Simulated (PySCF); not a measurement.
A structure optimised at B3LYP-D3(BJ)/def2-SVP, used in a PySCF frequency run:

```
Si
H 1 1.4960
H 1 1.4975 2 107.40
C 1 1.9123 2 108.92 3 118.49
H 4 1.1037 1 108.57 2 66.38
H 4 1.1040 5 105.11 1 -116.64
N 4 1.4662 5 109.20 6 -116.92
H 7 1.0205 4 110.58 5 -63.68
H 7 1.0205 8 106.11 4 120.05
Si 1 2.3505 2 109.40 3 -118.22
F 10 1.6399 1 107.02 2 -67.87
H 10 1.4916 11 107.96 1 -122.61
H 10 1.4926 12 108.73 11 116.49
```

Problem. Write its SMILES and formula.

Solution. NC[SiH2][SiH2]F, CH₈FNSi₂

Problem. What are its rotational constants (standard atomic weights)?

Solution. 6.3617, 1.2651, 1.1351 GHz
